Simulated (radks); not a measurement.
Values are calculated unless marked as measured or tabulated.
Initial-state core-level shifts of the lead ion Pb+ when its valence configuration changes from [Hg] 6p1. Code: a radial shooting solver on a logarithmic mesh with Libxc functionals. Model: Dirac Kohn-Sham, LDA (Slater exchange, Perdew-Wang correlation), spin-unpolarised, spherical densities, point nucleus; open shells fill j = l - 1/2 first. Shifts are changes of the shell-averaged eigenvalues in eV (positive: less bound).

\begin{tabular}{lrrrr}
valence & 2s & 3d & 5s & 5p \\ \hline
[Xe] 4f13 5d10 6s2 6p2 & -21.258 & -23.308 & -9.926 & -8.444 \\
[Xe] 4f12 5d10 6s2 6p3 & -44.176 & -48.339 & -20.747 & -17.768 \\
[Xe] 4f14 5d10 6s1.5 6p1.5 & -0.670 & -0.675 & -0.671 & -0.665 \\
[Xe] 4f14 5d10 6p3 & -3.312 & -3.329 & -3.309 & -3.282 \\
[Xe] 4f14 5d10 6s0.5 6p2.5 & -2.331 & -2.345 & -2.330 & -2.312 \\
[Xe] 4f14 5d10 6s1 6p2 & -1.324 & -1.335 & -1.326 & -1.314 \\
[Xe] 4f12 5d9.5 6s2 6p3.5 & -47.643 & -51.764 & -23.797 & -20.656 \\
[Xe] 4f14 5d9.5 6s2 6p1.5 & -2.834 & -2.814 & -2.595 & -2.463 \\
[Xe] 4f14 5d8 6s2 6p3 & -12.245 & -12.134 & -11.090 & -10.513 \\
\end{tabular}
